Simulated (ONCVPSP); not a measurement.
**Configuration tests for gallium (Ga) (ONCV)**

```json
{
  "Element": "gallium",
  "Generator": "ONCVPSP 4.0.1",
  "Type": "optimised norm-conserving Vanderbilt (ONCV)",
  "Functional": "PBE",
  "Relativity": "fully relativistic",
  "Frozen core": "[Ne] 3s2",
  "Valence charge": "19",
  "Reference configuration": "3p6 3d10 4s2 4p0.5 (charge +0.5)",
  "Partial waves": "4s: rc 1.90 bohr, ncon 4, nbas 8, qcut 4.2 1/bohr, 2 projectors, debl 0.8 Ha; 3p+4p: rc 0.95 bohr, ncon 4, nbas 7, qcut 13.8 1/bohr, 2 projectors; 3d: rc 0.85 bohr, ncon 4, nbas 8, qcut 15.9 1/bohr, 2 projectors, debl 1.2 Ha",
  "Local potential": "polynomial inside 0.85 bohr (lpopt 5, dvloc0 1 Ha)",
  "Core correction": "polynomial model core, fcfact 0.4"
}
```

Open shells are filled in proportion to 2j + 1.

Energies are relative to the spin-unpolarised reference configuration 3p6 3d10 4s2 4p0.5; without spin polarisation the order of configurations can differ from experiment.

```
valence configuration  charge  ΔE all-electron (eV)  error AE − PS (meV)
     3p6 3d10 4s2 4p1       0                -2.031                 -0.1
     3p6 3d10 4s2 4p0      +1                 3.659                 +0.3
```

Q: What are ΔE and the potential's error for 3p6 3d10 4s1 4p0?

A: ΔE = 24.787 eV all-electron; the error (AE − PS) is -8.3 meV.

Q: What are ΔE and the potential's error for 3p6 3d10 4s1 4p1?

A: ΔE = 11.029 eV all-electron; the error (AE − PS) is -7.9 meV.

Levels in the configuration 3p6 3d10 4s2 4p0:

```tsv
level	all-electron (eV)	pseudo (eV)
3p j=3/2	-105.932	-105.943
3p j=1/2	-109.557	-109.567
3d j=5/2	-27.234	-27.245
3d j=3/2	-27.696	-27.704
4s j=1/2	-16.330	-16.330
```

Note: ghosts flagged at negative energy: s at -115.8 eV; no localised positive-energy state flagged. A true bound ghost makes a file unfit for plane-wave use.
